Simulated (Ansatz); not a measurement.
`CC[AsH][SiH3]` + CH₃OH → `CO[AsH][SiH3]` + ethane at 298.15 K and 1 bar (ligand exchange at the As–C bond).

Computed with Ansatz on PBE0-D4/def2-TZVP structures; ΔE is electronic, products minus reactants. CBS: MP2 limit from def2 TZ/QZ plus the TZ coupled-cluster correction, frozen cores. This one scheme is used for every species. For As outer-core shells are correlated without core-valence functions, which leaves a few kJ/mol of doubt a bond. Scalar relativity is left out up to krypton. Each species was taken in one conformer, which may not be the lowest.

```json
{"species": "`CC[AsH][SiH3]`", "CCSD(T)/CBS energy (Eh)": "-2605.60659", "H − E (kJ/mol)": "281.9", "S (J/(mol·K))": "365.3"}
{"species": "CH₃OH", "CCSD(T)/CBS energy (Eh)": "-115.61712", "H − E (kJ/mol)": "146.3", "S (J/(mol·K))": "238.2"}
{"species": "`CO[AsH][SiH3]`", "CCSD(T)/CBS energy (Eh)": "-2641.50192", "H − E (kJ/mol)": "218.5", "S (J/(mol·K))": "366.7"}
{"species": "`CC`", "CCSD(T)/CBS energy (Eh)": "-79.71954", "H − E (kJ/mol)": "207.7", "S (J/(mol·K))": "227.7"}
```

H − E and S are ideal-gas, rigid-rotor, harmonic terms from PBE0-D4/def2-TZVP, for one conformer and one mirror image of each species. 1 Eh = 2625.50 kJ/mol, R = 8.31446 J/(mol·K).

**Question.** By hand: ΔE, ΔH, ΔS and ΔG.

**Answer.** ΔE = (-2641.50192) + (-79.71954) − (-2605.60659) − (-115.61712) = 0.00225 Eh = 5.9 kJ/mol. Δ(H − E) = 218.5 + 207.7 − 281.9 − 146.3 = -2.0, so ΔH = 3.9 kJ/mol. ΔS = 366.7 + 227.7 − 365.3 − 238.2 = -9.1 J/(mol·K). ΔG = 3.9 − 298.15 × (-9.1)/1000 = 6.6 kJ/mol.

**Question.** By hand: the equilibrium constant, and the temperature at which ΔG would vanish if ΔH and ΔS stayed fixed.

**Answer.** log₁₀ K = −ΔG/(RT ln 10) = -1.2. ΔH and −TΔS have one sign here, so there is no such temperature.

TΔS isn't small against ΔH here. A doubt of 5 kJ/mol in ΔE shifts log₁₀ K by 0.9 here. Other conformers and mirror images would add mixing entropy, several J/(mol·K) or more a flexible species. Modes under 60 cm⁻¹, often nearly free rotors, make the harmonic entropy too high. These are equilibria of isolated gas molecules and say nothing of rates. Largest T1 diagnostic: 0.012 (customary marks: 0.02 for closed shells, 0.045 for open ones).

ΔS is within the doubt of such terms, so its sign, and with it that verdict, could turn.
